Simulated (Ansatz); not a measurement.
One geometry of BiH2Br, several levels of theory.

```yaml
crystal:
  periodic: [false, false, false]
  atoms:
    - {symbol: Bi, position_ang: [0.076913, 0.145017, 0.854304]}
    - {symbol: H, position_ang: [1.567824, 0.159084, -0.147366]}
    - {symbol: H, position_ang: [-0.595137, 1.456376, -0.172856]}
    - {symbol: Br, position_ang: [-1.049600, -1.760467, -0.534071]}
basis:
  gaussian: {orbitals: def2-TZVP, initial_orbitals: start.molden}
hamiltonian: {xc: hse06, dispersion: d4}
scf: {omitted_lower_state_checks: [starts]}
output: {orbitals: {seedname: orbitals}}
```

The file start.molden holds the orbitals of an earlier run on this structure, at another level or in another basis.

```sh
$ ansatz run in.yaml --threads 2 --pin off --events-out ev --progress --plain --max-ram 4352MiB
```

Shortened log:

```
Functional definition: HSE06
906 factors; their error is unknown
54 factors; integrals over basis functions are off by at most 1.5e-6 eV
mean field evaluation 1: about -75911.6341 eV, gradient 6.5e-1 eV
mean field evaluation 2: about -75911.6346 eV, gradient 4.8e-4 eV
mean field evaluation 4: about -75912.1448 eV, gradient 1.1e-4 eV
mean field -75912.14484779 eV, -2789.7198680565 hartree, gradient 1.2e-5 eV, S^2 0.000000; 0 other end points of the search recorded, 0 dependent functions left out
reference -75912.14488362 eV, -2789.7198693732 hartree; 30, 30 occupied and 80, 80 virtual orbitals, 906 factors
Total energy: -75912.21448491 eV, -2789.7224271732 hartree
Checks for a lower state left out: starts
```

It took 0.85 s on 2 threads of Intel Xeon 6975P-C on a shared host.

First input, but with `hamiltonian: {xc: lda}` (abridged; 0.35 s):

```
Functional definition: SPW92
mean field -75815.24199133 eV, -2786.1587537648 hartree, gradient 2.1e-5 eV, S^2 0.000000
Total energy: -75815.24202527 eV, -2786.1587550120 hartree
Checks for a lower state left out: starts
```

First input, but with `gaussian: {orbitals: def2-TZVPD, initial_orbitals: start.molden}`, `hamiltonian: {xc: pbe, dispersion: d4}` (abridged; 0.8 s):

```
Functional definition: PBE
mean field -75910.35514818 eV, -2789.6540978087 hartree, gradient 1.4e-5 eV, S^2 0.000000
Total energy: -75910.44100795 eV, -2789.6572530972 hartree
Checks for a lower state left out: starts
```

First input, but with `hamiltonian: {xc: {name: wB97X-V}}` (abridged; 1.9 s):

```
Functional definition: wB97X-V
mean field -75912.93015997 eV, -2789.7487277468 hartree, gradient 9.6e-6 eV, S^2 0.000000
Total energy: -75912.93015820 eV, -2789.7487276817 hartree
Checks for a lower state left out: starts
```

The first input with `hamiltonian: {xc: r2scan, dispersion: d4}` (abridged; 1 s):

```
Functional definition: r2SCAN
mean field -75922.47455258 eV, -2790.0994777057 hartree, gradient 6.4e-5 eV, S^2 0.000000
Total energy: -75922.49146968 eV, -2790.1000993976 hartree
Checks for a lower state left out: starts
```

As the first input, with `gaussian: {orbitals: def2-TZVPD, initial_orbitals: start.molden}`, `hamiltonian: {xc: pbe0, dispersion: d4}` (abridged; 1 s):

```
Functional definition: PBE0
mean field -75912.07501616 eV, -2789.7173017913 hartree, gradient 1.5e-5 eV, S^2 0.000000
Total energy: -75912.14762392 eV, -2789.7199700773 hartree
Checks for a lower state left out: starts
```

As the first input, with `gaussian: {orbitals: def2-SVP, initial_orbitals: start.molden}`, `hamiltonian: {xc: pbe0, dispersion: d4}` (abridged; 0.55 s):

```
Functional definition: PBE0
mean field -75903.21067547 eV, -2789.3915432794 hartree, gradient 1.4e-5 eV, S^2 0.000000
Total energy: -75903.28326942 eV, -2789.3942110580 hartree
Checks for a lower state left out: starts
```

Geometry: r2SCAN-D4/def2-TZVP.

In the def2 sets Bi takes a core potential; there is no spin–orbit coupling. HSE06 is defined as in plane-wave codes, on full-range PBE exchange.
